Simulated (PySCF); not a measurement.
**C+ (carbon, charge +1): UHF calculation**

Configuration: [He] 2s2 2p1, 2P determinant. Computed with PySCF 2.14 in 6-31G* (3s2p1d, 14 functions), with the non-relativistic Hamiltonian (point nucleus).

```json
{
 "Total energy": "-37.286715 hartree",
 "One-electron energy": "-47.5285 hartree",
 "Hartree (Coulomb) energy": "14.9770 hartree",
 "Exchange energy": "-4.7352 hartree",
 "Kinetic energy": "37.16911 hartree",
 "⟨S²⟩": "0.7542",
 "⟨L²⟩": "2.010",
 "Sum of ⟨r⟩": "4.980 bohr",
 "Sum of ⟨r²⟩": "8.147 bohr²",
 "Traceless quadrupole moment −½Σ⟨3z² − r²⟩ along its main axis": "-1.08 e·bohr²",
 "Density at the nucleus (Gaussians lack the cusp)": "120 bohr⁻³",
 "Spin density at the nucleus": "0.0677 bohr⁻³",
 "Langevin diamagnetic susceptibility": "-6.45 ×10⁻⁶ cm³/mol",
 "Time after the integrals": "0.04 s of wall time on 1 thread of Neoverse-V2 (shared host)"
}
```

| shell | electrons | mean orbital energy (hartree) | rms radius, mean of both spins (bohr) |
| --- | --- | --- | --- |
| 1s α | 1 | -11.92490 | 0.311 |
| 1s β | 1 | -11.89504 | 0.311 |
| 2s α | 1 | -1.22393 | 1.62 |
| 2s β | 1 | -1.08823 | 1.62 |
| 2p α | 1 | -0.91286 | 1.64 |
